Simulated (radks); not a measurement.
Q: Species: Sn15+. Configuration: [Ar] 3d10 4s2 4p5. Calculated with a radial shooting solver on a logarithmic mesh with Libxc functionals: scalar-relativistic Kohn-Sham, LB94 model potential, spin-polarised, spherical densities, finite nucleus; open shells are filled with parallel spins first (spin-orbit coupling, left out, can overturn this in heavy ions); Fermi nuclear charge, rms radius 4.6519 fm. Some entries of the table are withheld. Estimate them.

orbital,occ.,eigenvalue (eV),r(max) (bohr),<1/r> (bohr^-1)
1s down,1,-29529.63,0.01877,53.13
1s up,1,-29529.62,0.01877,53.13
2s up,1,-4792.002,0.1060,12.14
2s down,1,-4791.785,0.1060,12.14
2p up,3,-4346.121,0.08480,11.68
2p down,3,-4345.773,0.08480,11.68
3s up,1,-1219.761,0.3068,4.319
3s down,1,-1219.596,0.3069,4.317
3p up,3,(1),0.2999,4.125
3p down,3,(2),0.3000,4.123
3d up,5,-849.1162,0.2486,3.915
3d down,5,-849.0041,0.2486,3.914
4s up,1,(3),0.7123,1.872
4s down,1,(4),0.7110,1.878
4p up,3,-412.9923,0.7398,1.761
4p down,2,-412.1649,0.7383,1.767

A: 
(1) 3p up eigenvalue (eV): -1073.400
(2) 3p down eigenvalue (eV): -1073.250
(3) 4s up eigenvalue (eV): -462.1970
(4) 4s down eigenvalue (eV): -461.4750
